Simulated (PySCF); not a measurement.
F₂Sn, triplet, geometry from GFN2-xTB (such geometries of metal compounds can be far from the true shape) (the spin is typed, not shown lowest) (core potentials on Sn); PBE0/def2-SV(P) (PySCF).

The PySCF input:
```python
from pyscf import gto, scf, dft

mol = gto.Mole()
mol.atom = '''
    Sn    0.011433   -0.006249    0.271993
    F     0.940557    1.785743   -0.755780
    F    -1.004071   -1.751029   -0.755294
'''
mol.basis = 'def2-sv(p)'
mol.ecp = {'Sn': 'def2-sv(p)'}
mol.charge = 0
mol.spin = 2
mol.verbose = 3
mol.build()

mf = dft.UKS(mol)
mf.xc = 'pbe0'
mf.kernel()
mf.analyze()
```

Problem. What does PySCF print? Leave out banner, timings and long lists.

Solution. 
```
converged SCF energy = -413.547871489282  <S^2> = 2.0211112  2S+1 = 3.0140412
**** MO energy ****
                             alpha | beta                alpha | beta
MO #1   energy= -24.750694416502   | -24.7369304078716  occ= 1 | 1
MO #2   energy= -24.7506569985503  | -24.7368929817713  occ= 1 | 1
MO #3   energy= -5.21067763696061  | -5.20645004879762  occ= 1 | 1
MO #4   energy= -3.54785532975195  | -3.54509151129578  occ= 1 | 1
MO #5   energy= -3.54101434035436  | -3.54003630163659  occ= 1 | 1
MO #6   energy= -3.53834786905106  | -3.53057560383172  occ= 1 | 1
MO #7   energy= -1.13708147633746  | -1.11656609442591  occ= 1 | 1
MO #8   energy= -1.13658762702753  | -1.11355669104972  occ= 1 | 1
MO #9   energy= -1.10807906958577  | -1.09964836403472  occ= 1 | 1
MO #10  energy= -1.1053121197219   | -1.09691447381502  occ= 1 | 1
MO #11  energy= -1.09932052693744  | -1.09233958123728  occ= 1 | 1
MO #12  energy= -1.09804067778444  | -1.07875055667827  occ= 1 | 1
MO #13  energy= -1.09195590704275  | -1.07406871936779  occ= 1 | 1
MO #14  energy= -0.527770082489763 | -0.470506513556213 occ= 1 | 1
MO #15  energy= -0.457549255433687 | -0.383784165837134 occ= 1 | 1
MO #16  energy= -0.399992837648473 | -0.381018607376067 occ= 1 | 1
MO #17  energy= -0.398735124080267 | -0.380775691822559 occ= 1 | 1
MO #18  energy= -0.394359781617013 | -0.376136103630335 occ= 1 | 1
MO #19  energy= -0.391797006405224 | -0.364129304379028 occ= 1 | 1
MO #20  energy= -0.38196860458887  | -0.238699454538104 occ= 1 | 0
MO #21  energy= -0.206614330293867 | -0.0811572855081403 occ= 1 | 0
MO #22  energy= -0.104840114264675 | -0.0740795144944233 occ= 0 | 0
MO #23  energy= -0.0474627388621869 | -0.0126060598933257 occ= 0 | 0
MO #24  energy= 0.131939555948708  | 0.156121298005516  occ= 0 | 0
MO #25  energy= 0.212629408553841  | 0.238145514633802  occ= 0 | 0
MO #26  energy= 0.222216676620725  | 0.251743997386403  occ= 0 | 0
MO #27  energy= 0.23961290429524   | 0.253006359139673  occ= 0 | 0
MO #28  energy= 0.297532763957214  | 0.345886719654121  occ= 0 | 0
MO #29  energy= 0.305631342138671  | 0.348071023267183  occ= 0 | 0

Dipole moment(X, Y, Z, Debye):  0.11762, -0.06435,  2.79883
```
